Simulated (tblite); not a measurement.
Isomers of C7H13NP2. Computed values, GFN2-xTB/tblite, gas phase, harmonic and unscaled. The method is semi-empirical: single wavenumbers can be off by several per cent or more. Modes of hydrogen on phosphorus can be 10 to 20 % off. One conformer each.

Electronic energies: GFN2-xTB at the same geometries; isomer energies are rough at this level and their order can be wrong.

```tsv
SMILES	electronic energy, lowest = 0 (kcal/mol)
C=CCP(CC#N)CCP	3.5
N#CCPCPC1CCC1	0.0
C=C(C)P(CP)CCC#N	9.2
```

Task: How do GFN2-xTB zero-point energies change the relative energies?

Result: 
| SMILES | ZPE (kcal/mol) | of it from modes above 1550 cm⁻¹ | electronic (kcal/mol) | with ZPE, lowest = 0 (kcal/mol) | lowest mode (cm⁻¹) | rings |
| --- | --- | --- | --- | --- | --- | --- |
| N#CCPCPC1CCC1 | 113.3 | 56.5 | 0.0 | 0.0 | 7i | 1 |
| C=CCP(CC#N)CCP | 111.7 | 59.2 | 3.5 | 1.8 | 40 | 0 |
| C=C(C)P(CP)CCC#N | 111.5 | 59.4 | 9.2 | 7.4 | 32 | 0 |

The zero-point energies span 1.8 kcal/mol, from `C=C(C)P(CP)CCC#N` to `N#CCPCPC1CCC1`. Slightly imaginary modes are left out of the zero-point energy: `N#CCPCPC1CCC1` 7.4i cm⁻¹. The order is unchanged.
